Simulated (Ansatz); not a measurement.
```yaml
crystal:
  periodic: [false, false, false]
  atoms:
    - {symbol: Hg, position_ang: [0.000020, 0.000013, -0.000025]}
    - {symbol: I, position_ang: [-0.017092, -0.021395, 2.602141]}
    - {symbol: I, position_ang: [0.017082, 0.021393, -2.602116]}
basis:
  gaussian: {orbitals: def2-SVPD}
hamiltonian: {xc: {name: PBE}, dispersion: d3bj}
scf: {lower_state_search: light}
output: {forces: true}
```

```sh
$ ansatz run in.yaml --threads 2 --pin off --events-out ev --progress --plain --max-ram 4352MiB
```

Output, abridged:

```
Functional definition: PBE
1085 factors; their error is unknown
mean field evaluation 1: about -20379.0519 eV, gradient 2.6e1 eV
mean field evaluation 2: about -20372.8955 eV, gradient 5.2e1 eV
mean field evaluation 4: about -20380.9602 eV, gradient 1.9e0 eV
mean field evaluation 8: about -20380.9469 eV, gradient 3.3e-2 eV
mean field evaluation 16: about -20380.9469 eV, gradient 5.7e-6 eV
mean field -20380.94686414 eV, -748.9859825553 hartree, gradient 5.7e-6 eV, S^2 0.000000; 0 other end points of the search recorded, 0 dependent functions left out
reference -20380.94692390 eV, -748.9859847515 hartree; 35, 35 occupied and 70, 70 virtual orbitals, 1085 factors
Total energy: -20381.04446308 eV, -748.9895692501 hartree
Atom 0 at     0.000020     0.000013    -0.000025 Å, force    -0.000025    -0.000018     0.000840 eV/Å
Atom 1 at    -0.017092    -0.021395     2.602141 Å, force    -0.002139    -0.002685     0.327217 eV/Å
Atom 2 at     0.017082     0.021393    -2.602116 Å, force     0.002164     0.002702    -0.328057 eV/Å
Dipole moment:     0.000006     0.000004    -0.000059 e Å
```

Run time 2.8 s (2 threads of Intel Xeon Platinum 8259CL on a shared host).

In the def2 sets Hg, I take a core potential; there is no spin–orbit coupling.
